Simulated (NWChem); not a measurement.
Species: ethylenediamine (C₂H₈N₂); SMILES C(N)CN

```xyz
12

N     -0.1745     1.8645    -0.0602
C      0.5059     0.5733    -0.0293
C     -0.5059    -0.5733    -0.0293
N      0.1745    -1.8645    -0.0602
H      0.5138     2.6228    -0.1381
H     -0.6561     2.0239     0.8352
H      1.2042     0.4260     0.8398
H      1.1343     0.4722    -0.9394
H     -1.1343    -0.4722    -0.9394
H     -1.2042    -0.4260     0.8398
H     -0.5138    -2.6228    -0.1381
H      0.6561    -2.0239     0.8352
```
Atoms are numbered in this order, from 1.

All runs: NWChem. Pople sets run with spherical d functions. Geometry: optimised at PBE-D3(BJ)/def2-SVP. Level SCAN/6-31G*: energy and gradient on several grids; changes count from the extra-fine grid, which is no exact limit either.

```csv
grid,size of the energy change (μHa),largest change of a gradient component (μHa/bohr),"time, medium = 1 (rough)"
xcoarse,10000,2000,about 1
coarse,400,2000,about 1
medium,4000,800,about 1
fine,1000,400,about 1
xfine,< 10,< 30,3
```
